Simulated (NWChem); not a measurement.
System: hydrogen bromide (HBr); SMILES Br

Here is an NWChem input.

```
start job
memory heap 200 mb stack 900 mb global 1100 mb
geometry units angstroms noautosym nocenter noautoz
  Br     0.000000     0.000000     0.049320
  H      0.000000     0.000000    -1.373047
end
basis spherical
  * library pcsseg-0
end
dft
  xc b3lyp
  iterations 150
end
property
  shielding
end
task dft property
```

Output (shortened):

```
             Northwest Computational Chemistry Package (NWChem) 7.3.0
             --------------------------------------------------------

                             Geometry "geometry" -> ""
                             -------------------------

 Output coordinates in angstroms (scale by  1.889725989 to convert to a.u.)

  No.       Tag          Charge          X              Y              Z
 ---- ---------------- ---------- -------------- -------------- --------------
    1 Br                  35.0000     0.00000000     0.00000000     0.04932000
    2 H                    1.0000     0.00000000     0.00000000    -1.37304700

 Effective nuclear repulsion energy (a.u.)      13.0213958247

                              NWChem Property Module
                              ----------------------

  itol2e modified to match energy
  convergence criterion.

                                 NWChem DFT Module
                                 -----------------

 Summary of "ao basis" -> "ao basis" (spherical)
 ------------------------------------------------------------------------------
       Tag                 Description            Shells   Functions and Types
 ---------------- ------------------------------  ------  ---------------------
 Br                         pcsseg-0                11       25   5s5p1d
 H                          pcsseg-0                 2        2   2s

  itol2e modified to match energy
  convergence criterion.

            General Information
            -------------------
          SCF calculation type: DFT
          Wavefunction type:  closed shell.
          No. of atoms     :     2
          No. of electrons :    36
           Alpha electrons :    18
            Beta electrons :    18
          Charge           :     0
          Spin multiplicity:     1
          Use of symmetry is: off; symmetry adaption is: off
          Maximum number of iterations: 150
          AO basis - number of functions:    27
                     number of shells:    13
          Convergence on energy requested:  1.00D-07
          Convergence on density requested:  1.00D-05
          Convergence on gradient requested:  5.00D-04

              XC Information
              --------------
                         B3LYP Method XC Potential
                     Hartree-Fock (Exact) Exchange  0.200
                        Slater Exchange Functional  0.800 local
                    Becke 1988 Exchange Functional  0.720 non-local
              Lee-Yang-Parr Correlation Functional  0.810
                  VWN I RPA Correlation Functional  0.190 local

             Grid Information
             ----------------
          Grid used for XC integration:  fine
          Radial quadrature: Mura-Knowles
          Angular quadrature: Lebedev.
          Tag              B.-S. Rad. Rad. Pts. Rad. Cut. Ang. Pts.
          ---              ---------- --------- --------- ---------
          Br                  1.15      140           7.0       974
          H                   0.35       60           6.0       590
          Grid pruning is: on
          Number of quadrature shells:   200
          Spatial weights used:  Erf1

      Superposition of Atomic Density Guess
      -------------------------------------

 Sum of atomic energies:       -2569.97957619

      Non-variational initial energy
      ------------------------------

[...]

          -----------------------------------------
          Chemical Shielding Tensors (GIAO, in ppm)
          -----------------------------------------

                                NWChem CPHF Module
                                ------------------

  scftype          =     RHF
  nclosed          =       18
  nopen            =        0
  variables        =      162
  # of vectors     =        3
  tolerance        = 0.10D-03
  level shift      = 0.00D+00
  max iterations   =       50
  max subspace     =       30

 SCF residual:    1.7157151085085286E-006

Iterative solution of linear equations
  No. of variables      162
  No. of equations        3
  Maximum subspace       30
        Iterations       50
       Convergence  1.0D-04

   iter   nsub   residual    time
   ----  ------  --------  ---------
     1      3    1.50D-01       1.8
     2      6    5.44D-03       2.1
     3      9    5.56D-05       2.3

      Atom:    1  Br
        Diamagnetic
   3115.2722     -0.0000     -0.0000
     -0.0000   3115.2722      0.0000
     -0.0000      0.0000   3124.7187

        Paramagnetic
   -920.1846      0.0000     -0.0000
      0.0000   -920.1846      0.0000
     -0.0000      0.0000      0.0000

        Total Shielding Tensor
   2195.0876      0.0000     -0.0000
      0.0000   2195.0876      0.0000
     -0.0000      0.0000   3124.7187

           isotropic =    2504.9647
          anisotropy =     929.6311

          Principal Components and Axis System
                 1           2           3
             3124.7187   2195.0876   2195.0876

      1        -0.0000      0.6738      0.7390
      2         0.0000      0.7390     -0.6738
      3         1.0000     -0.0000      0.0000

      Atom:    2  H
        Diamagnetic
     20.7434     -0.0000     -0.0000
     -0.0000     20.7434      0.0000
     -0.0000      0.0000     48.1263

        Paramagnetic
      5.0782     -0.0000      0.0000
     -0.0000      5.0782     -0.0000
      0.0000     -0.0000     -0.0000

        Total Shielding Tensor
     25.8216     -0.0000      0.0000
     -0.0000     25.8216     -0.0000
      0.0000     -0.0000     48.1263

           isotropic =      33.2565
          anisotropy =      22.3047

          Principal Components and Axis System
                 1           2           3
               48.1263     25.8216     25.8216

      1         0.0000      0.7481      0.6636
      2        -0.0000     -0.6636      0.7481
      3         1.0000     -0.0000      0.0000
```

Level: B3LYP/pcSseg-0, GIAO. The geometry was optimised at PBE0/def2-SVP. The printed shielding anisotropy is the first printed principal value minus the mean of the other two.
